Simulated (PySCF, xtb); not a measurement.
Relative energy of two isomers of C2OSi

We compare a, `O=C=C=[Si]`, a singlet, with b, `[C]=C=[Si]=O`, a singlet. Both are isolated molecules in the gas phase, relaxed with PBE0-D3(BJ)/def2-SVP.

Quicker runs give these differences E(b) − E(a): GFN2-xTB +51.9 kJ/mol; HF/STO-3G +361.1 kJ/mol (at GFN2-xTB geometries); r2SCAN-D4/def2-SVP +286.6 kJ/mol (at GFN2-xTB geometries).

Question: Estimate E(b) − E(a) at the level CCSD(T)/def2-SVP + ΔMP2/def2-TZVPP.

Answer: Calculated at CCSD(T)/def2-SVP + ΔMP2/def2-TZVPP: E(b) − E(a) = +223.1 kJ/mol, so structure a lies lower.

How the difference moves with the method:

```csv
level,geometry,E(b) − E(a) (kJ/mol),departure from the last row (kJ/mol),"job, with rough time for the two"
GFN2-xTB,GFN2-xTB,+51.9,−171.2,"optimisation, 0.14 s"
HF/STO-3G,GFN2-xTB,+361.1,+138.0,"single point, 1.8 s"
r2SCAN-D4/def2-SVP,GFN2-xTB,+286.6,+63.5,"single point, 7.8 s"
PBE0-D3(BJ)/def2-SVP,PBE0-D3(BJ)/def2-SVP,+295.0,+71.9,"optimisation, 21 s"
HF/def2-SVP,PBE0-D3(BJ)/def2-SVP,+270.2,+47.1,part of the CCSD(T) run
MP2/def2-SVP,PBE0-D3(BJ)/def2-SVP,+268.6,+45.5,part of the CCSD(T) run
CCSD(T)/def2-SVP,PBE0-D3(BJ)/def2-SVP,+267.5,+44.4,single point
CCSD(T)/def2-SVP + ΔMP2/def2-TZVPP,PBE0-D3(BJ)/def2-SVP,+223.1,,"single point, 14 s"
```

As drawn, b has 1 O=Si in place of 1 C=O.

None of the levels shown reverses the order. The largest departure from CCSD(T)/def2-SVP + ΔMP2/def2-TZVPP is that of GFN2-xTB, 171.2 kJ/mol. The last row adds to CCSD(T) the change of the MP2 difference between the two basis sets, here −44.4 kJ/mol, a large step that makes the value less sure.

With thermal terms from frequencies at re-optimised GFN2-xTB minima (ideal gas, soft modes damped towards free rotors, one conformer each, 298.15 K, 1 atm): the zero-point term adds −3.2 kJ/mol; ΔH is +219.7 and ΔG +221.7 kJ/mol.

The T1 diagnostic of structures a and b is large, so the coupled-cluster value is less sure. The correlated steps freeze 8 core orbitals. Codes used: PySCF 2.14.0, xtb 6.7.1; the last row on 2 threads of Arm Neoverse V1 on a shared host.
